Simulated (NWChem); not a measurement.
System: CH3FO3Si; SMILES O=C(O)[Si@H](O)F

Here is an NWChem input.

```
start job
memory heap 200 mb stack 900 mb global 1100 mb
geometry units angstroms
  O      1.181306     1.595017    -0.145099
  C      1.022175     0.400845    -0.246949
  O      2.047428    -0.434494    -0.415124
  Si    -0.695130    -0.452449    -0.185420
  O     -1.858836     0.641552    -0.345356
  F     -0.784775    -1.107899     1.281634
  H      2.893544     0.048334    -0.420712
  H     -0.902028    -1.500229    -1.152211
  H     -1.755409     1.560038    -0.100403
end
basis spherical
  * library def2-svp
end
dft
  xc xpbe96 cpbe96
  disp vdw 4
  iterations 150
end
driver
  maxiter 120
end
task dft optimize
task dft freq
```

Excerpt of the output:

```
             Northwest Computational Chemistry Package (NWChem) 7.3.0
             --------------------------------------------------------

 C1  symmetry detected

                             Geometry "geometry" -> ""
                             -------------------------

 Output coordinates in angstroms (scale by  1.889725989 to convert to a.u.)

  No.       Tag          Charge          X              Y              Z
 ---- ---------------- ---------- -------------- -------------- --------------
    1 O                    8.0000     1.09067913    -1.52908138     0.60678699
    2 C                    6.0000     0.12068348    -1.10038419     0.02620969
    3 O                    8.0000    -0.86316096    -1.89955563    -0.38681928
    4 Si                  14.0000    -0.14075910     0.75615783    -0.38113836
    5 O                    8.0000     1.23153341     1.56295890    -0.17494745
    6 F                    9.0000    -1.22291021     1.27212551     0.69246523
    7 H                    1.0000    -0.68817687    -2.82521789    -0.13863320
    8 H                    1.0000    -0.65457423     1.03586672    -1.69760769
    9 H                    1.0000     1.92305688     1.28174197     0.42257072

 Effective nuclear repulsion energy (a.u.)     311.2023729380

                                Z-matrix (autoz)
                                --------

 Units are Angstrom for bonds and degrees for angles

      Type          Name      I     J     K     L     M      Value
      ----------- --------  ----- ----- ----- ----- ----- ----------
    1 Stretch                  1     2                       1.20903
    2 Stretch                  2     3                       1.33312
    3 Stretch                  2     4                       1.91860
    4 Stretch                  3     7                       0.97420
    5 Stretch                  4     5                       1.60519
    6 Stretch                  4     6                       1.60932
    7 Stretch                  4     8                       1.44060
    8 Stretch                  5     9                       0.95620
    9 Bend                     1     2     3               121.89125
   10 Bend                     1     2     4               123.66886
   11 Bend                     2     3     7               110.98463
   12 Bend                     2     4     5               110.03500
   13 Bend                     2     4     6               105.08390
   14 Bend                     2     4     8               115.49950
   15 Bend                     3     2     4               114.43984
   16 Bend                     4     5     9               123.41646
   17 Bend                     5     4     6               109.14906
   18 Bend                     5     4     8               108.94821
   19 Bend                     6     4     8               107.91166
   20 Torsion                  1     2     3     7           1.24358
   21 Torsion                  1     2     4     5          13.81059
   22 Torsion                  1     2     4     6        -103.57002
   23 Torsion                  1     2     4     8         137.64967
   24 Torsion                  2     4     5     9         -26.05535
   25 Torsion                  3     2     4     5        -166.10797
   26 Torsion                  3     2     4     6          76.51141
   27 Torsion                  3     2     4     8         -42.26890
   28 Torsion                  4     2     3     7        -178.83624
   29 Torsion                  6     4     5     9          88.76951
   30 Torsion                  8     4     5     9        -153.62183

  pbe96 is a nonlocal functional; adding pw91lda local functional.

                           NWChem Geometry Optimization
                           ----------------------------

 maximum gradient threshold         (gmax) =   0.000450
 rms gradient threshold             (grms) =   0.000300
 maximum cartesian step threshold   (xmax) =   0.001800
 rms cartesian step threshold       (xrms) =   0.001200
 fixed trust radius                (trust) =   0.300000
 source of zmatrix                         =   autoz

          -------------------
          Energy Minimization
          -------------------

 Using diagonal initial Hessian
 Scaling for Hessian diagonals: bonds = 1.00  angles = 0.25  torsions = 0.10

          --------
          Step   0

                                 NWChem DFT Module
                                 -----------------

 Summary of "ao basis" -> "ao basis" (spherical)
 ------------------------------------------------------------------------------
       Tag                 Description            Shells   Functions and Types
 ---------------- ------------------------------  ------  ---------------------
 O                          def2-svp                 6       14   3s2p1d
 C                          def2-svp                 6       14   3s2p1d
 Si                         def2-svp                 8       18   4s3p1d
 F                          def2-svp                 6       14   3s2p1d
 H                          def2-svp                 3        5   2s1p

            General Information
            -------------------
          SCF calculation type: DFT
          Wavefunction type:  closed shell.
          No. of atoms     :     9
          No. of electrons :    56
           Alpha electrons :    28
            Beta electrons :    28
          Charge           :     0
          Spin multiplicity:     1
          Use of symmetry is: off; symmetry adaption is: off
          Maximum number of iterations: 150
          AO basis - number of functions:   103
                     number of shells:    47
          Convergence on energy requested:  1.00D-06
          Convergence on density requested:  1.00D-05
          Convergence on gradient requested:  5.00D-04

              XC Information
              --------------
          PerdewBurkeErnzerhof Exchange Functional  1.000
            Perdew 1991 LDA Correlation Functional  1.000 local
           PerdewBurkeErnz. Correlation Functional  1.000 non-local

             Grid Information
             ----------------
          Grid used for XC integration:  medium
          Radial quadrature: Mura-Knowles
          Angular quadrature: Lebedev.
          Tag              B.-S. Rad. Rad. Pts. Rad. Cut. Ang. Pts.
          ---              ---------- --------- --------- ---------
          O                   0.60       49          12.0       434
          C                   0.70       49           9.0       434
          Si                  1.10       88          10.0       590
          F                   0.50       49          11.0       434
          H                   0.35       45          12.0       434
          Grid pruning is: on
          Number of quadrature shells:   468
          Spatial weights used:  Erf1

           DFT-D3BJ Model
          s6 scale factor  :        1.000000000000
          s8 scale factor  :        0.787500000000
          a1 parameter     :        0.428900000000
          a2 parameter     :        4.440700000000
              vdW contrib  :       -0.006349438580

      Superposition of Atomic Density Guess
      -------------------------------------

 Sum of atomic energies:        -651.22716487

      Non-variational initial energy
      ------------------------------

 Total energy =    -653.276155
 1-e energy   =   -1519.865493
 2-e energy   =     555.386965
 HOMO         =      -0.335063
 LUMO         =      -0.012166

[...]

      ----------------------
      Optimization converged
      ----------------------

  Step       Energy      Delta E   Gmax     Grms     Xrms     Xmax
  ---- ---------------- -------- -------- -------- -------- --------
@   20    -654.15086138  1.2D-07  0.00024  0.00006  0.00066  0.00153
                                     ok       ok       ok       ok

                                Z-matrix (autoz)
                                --------

 Units are Angstrom for bonds and degrees for angles

      Type          Name      I     J     K     L     M      Value     Gradient
      ----------- --------  ----- ----- ----- ----- ----- ---------- ----------
    1 Stretch                  1     2                       1.22357   -0.00024
    2 Stretch                  2     3                       1.34703    0.00021
    3 Stretch                  2     4                       1.93035    0.00000
    4 Stretch                  3     7                       0.98780    0.00009
    5 Stretch                  4     5                       1.65661    0.00004
    6 Stretch                  4     6                       1.63582    0.00003
    7 Stretch                  4     8                       1.48754   -0.00004
    8 Stretch                  5     9                       0.98103    0.00001
    9 Bend                     1     2     3               123.36601    0.00000
   10 Bend                     1     2     4               118.77273    0.00002
   11 Bend                     2     3     7               106.60999   -0.00001
   12 Bend                     2     4     5               101.97210    0.00001
   13 Bend                     2     4     6               106.90954   -0.00000
   14 Bend                     2     4     8               117.19399   -0.00000
   15 Bend                     3     2     4               117.85345   -0.00002
   16 Bend                     4     5     9               109.34059   -0.00002
   17 Bend                     5     4     6               112.19825   -0.00001
   18 Bend                     5     4     8               111.16332   -0.00000
   19 Bend                     6     4     8               107.39340    0.00000
   20 Torsion                  1     2     3     7           0.40712    0.00001
   21 Torsion                  1     2     4     5          13.65889   -0.00000
   22 Torsion                  1     2     4     6        -104.25402    0.00000
   23 Torsion                  1     2     4     8         135.25095   -0.00000
   24 Torsion                  2     4     5     9         -17.28520    0.00000
   25 Torsion                  3     2     4     5        -167.32293   -0.00000
   26 Torsion                  3     2     4     6          74.76416    0.00000
   27 Torsion                  3     2     4     8         -45.73087    0.00000
   28 Torsion                  4     2     3     7        -178.56243    0.00001
   29 Torsion                  6     4     5     9          96.77257    0.00000
   30 Torsion                  8     4     5     9        -142.95016   -0.00000

                         Geometry "geometry" -> "geometry"
                         ---------------------------------

 Output coordinates in angstroms (scale by  1.889725989 to convert to a.u.)

  No.       Tag          Charge          X              Y              Z
 ---- ---------------- ---------- -------------- -------------- --------------
    1 O                    8.0000     1.14286596    -1.35177746     0.58119087
    2 C                    6.0000     0.11156193    -1.03947862     0.00152256
    3 O                    8.0000    -0.83254360    -1.92894880    -0.36179176
    4 Si                  14.0000    -0.20489287     0.82341846    -0.39307904
    5 O                    8.0000     1.28807979     1.48972166    -0.12583717
    6 F                    9.0000    -1.31967761     1.35435048     0.67989511
    7 H                    1.0000    -0.51513558    -2.81543135    -0.06321916
    8 H                    1.0000    -0.70491258     1.15455657    -1.75437082
    9 H                    1.0000     1.83102609     0.86820091     0.40457604

 Effective nuclear repulsion energy (a.u.)     308.5620683156

                Final and change from initial internal coordinates
                --------------------------------------------------

                                Z-matrix (autoz)
                                --------

 Units are Angstrom for bonds and degrees for angles

[...]

 Rotational Constants
 --------------------
 A=   0.139676 cm-1  (  0.200957 K)
 B=   0.074885 cm-1  (  0.107740 K)
 C=   0.056627 cm-1  (  0.081472 K)

 Temperature                      =   298.15K
 frequency scaling parameter      =   1.0000

 Zero-Point correction to Energy  =   31.010 kcal/mol  (  0.049417 au)
 Thermal correction to Energy     =   35.456 kcal/mol  (  0.056503 au)
 Thermal correction to Enthalpy   =   36.048 kcal/mol  (  0.057447 au)

 Total Entropy                    =   83.800 cal/mol-K
   - Translational                =   39.984 cal/mol-K (mol. weight = 109.9835)
   - Rotational                   =   27.389 cal/mol-K (symmetry #  =        1)
   - Vibrational                  =   16.427 cal/mol-K

 Cv (constant volume heat capacity) =   23.925 cal/mol-K
   - Translational                  =    2.979 cal/mol-K
   - Rotational                     =    2.979 cal/mol-K
   - Vibrational                    =   17.966 cal/mol-K

[normal modes left out]

 ----------------------------------------------------------------------------
 Normal Eigenvalue ||           Projected Infra Red Intensities
  Mode   [cm**-1]  || [atomic units] [(debye/angs)**2] [(KM/mol)] [arbitrary]
 ------ ---------- || -------------- ----------------- ---------- -----------
    1       -0.000 ||    0.000803           0.019         0.783       0.130
    2       -0.000 ||    0.000030           0.001         0.030       0.005
    3       -0.000 ||    0.000184           0.004         0.180       0.030
    4       -0.000 ||    0.000057           0.001         0.056       0.009
    5        0.000 ||    0.000092           0.002         0.090       0.015
    6        0.000 ||    0.000538           0.012         0.524       0.087
    7       54.998 ||    0.000507           0.012         0.494       0.082
    8      138.361 ||    0.009769           0.225         9.523       1.585
    9      176.292 ||    0.004486           0.103         4.373       0.728
   10      268.296 ||    0.002540           0.059         2.477       0.412
   11      346.493 ||    0.051635           1.191        50.337       8.380
   12      426.335 ||    0.022820           0.526        22.246       3.703
   13      457.739 ||    0.082142           1.895        80.076      13.331
   14      521.806 ||    0.070920           1.636        69.136      11.510
   15      667.963 ||    0.087557           2.020        85.355      14.210
   16      717.074 ||    0.088857           2.050        86.622      14.421
   17      736.732 ||    0.035156           0.811        34.272       5.705
   18      825.847 ||    0.039713           0.916        38.715       6.445
   19      851.971 ||    0.097471           2.249        95.019      15.819
   20      926.490 ||    0.392388           9.053       382.520      63.681
   21      961.774 ||    0.088986           2.053        86.748      14.442
   22     1140.607 ||    0.123490           2.849       120.385      20.041
   23     1310.921 ||    0.019378           0.447        18.890       3.145
   24     1736.349 ||    0.211943           4.890       206.613      34.397
   25     2253.356 ||    0.103935           2.398       101.321      16.868
   26     3534.807 ||    0.028172           0.650        27.463       4.572
   27     3647.759 ||    0.100109           2.310        97.592      16.247
 ----------------------------------------------------------------------------
```

Level: PBE-D3(BJ)/def2-SVP.
